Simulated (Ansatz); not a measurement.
Species: InH₃, net charge 0, singlet state. 
Structure (B3LYP-D3(BJ)/def2-TZVP (Ansatz, a quantum-chemistry and plane-wave program) minimum search):
```
In
H 1 1.7305
H 1 1.7305 2 120.00
H 1 1.7305 2 120.00 3 180.00
```
Charge 0, spin multiplicity 1.

Parts of the frozen-core correlation energy in def2-SVP (Ansatz, hartree). Frozen orbitals: 9; correlated occupied orbitals by spin: 3 and 3; virtual: 29 and 29. No spin-orbit coupling. Past Kr the def2 sets carry scalar-relativistic core potentials.

```json
[
 {"term": "reference (HF)", "value": "-190.90529"},
 {"term": "MP2 opposite-spin", "value": "-0.06649"},
 {"term": "MP2 same-spin", "value": "___"},
 {"term": "CCSD correlation", "value": "___"},
 {"term": "(T)", "value": "___"},
 {"term": "CCSDT minus CCSD(T)", "value": "-0.00039"},
 {"term": "CCSDT(Q) minus CCSD(T)", "value": "-0.00042"},
 {"term": "T1 diagnostic", "value": "0.010"},
 {"term": "largest doubles amplitude", "value": "0.051"}
]
```

Q: Complete the blanks.

A: 
- MP2 same-spin, value: -0.00367
- CCSD correlation, value: -0.09225
- (T), value: -0.00111
